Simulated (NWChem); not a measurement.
# C$_{2}$H$_{6}$ClFSi; SMILES C([Si@@H](Cl)C)F

```xyz
11

C     -1.9221     1.0948    -0.2044
Si    -0.4148     0.1488     0.3983
Cl     1.3120     1.2278    -0.0707
C     -0.3100    -1.5510    -0.4574
F      0.7383    -2.3035     0.0625
H     -1.8939     1.2248    -1.3050
H     -2.8556     0.5579     0.0633
H     -1.9582     2.1012     0.2581
H     -0.4306    -0.0509     1.8850
H     -0.1704    -1.4262    -1.5566
H     -1.2698    -2.1028    -0.3111
```
Atoms are numbered in this order, from 1.

Level: PBE-D3(BJ)/def2-SVP (NWChem), optimised geometry, unscaled harmonic frequencies. 

Q: List the harmonic frequencies with IR intensities, and the thermochemistry.

A: 
```csv
frequency (cm⁻¹),IR intensity (km/mol)
75,2.1
123,1.8
149,0.1
180,1.3
216,3.8
307,5.3
504,45.9
608,16.8
648,4.1
689,8.9
726,68.8
775,21.2
853,121.6
865,127.8
1050,61.3
1200,3.6
1219,21.4
1262,1.3
1376,3.4
1382,3.9
1398,4.4
2185,103.1
2928,21.3
2978,1.1
2988,18.4
3078,1.9
3087,0.6
```

The zero-point energy is 46.9 kcal/mol and the thermal correction to the enthalpy at 298.15 K (with zero-point energy) is 52.3 kcal/mol. The heat capacity Cv is 25.0 cal/(mol K) and the entropy at 298.15 K and 1 atm (symmetry number 1) is 86.1 cal/(mol K). The dipole moment comes out as 2.95 D.

Rigid rotor and harmonic oscillator; modes under 100 cm⁻¹ make the entropy uncertain.
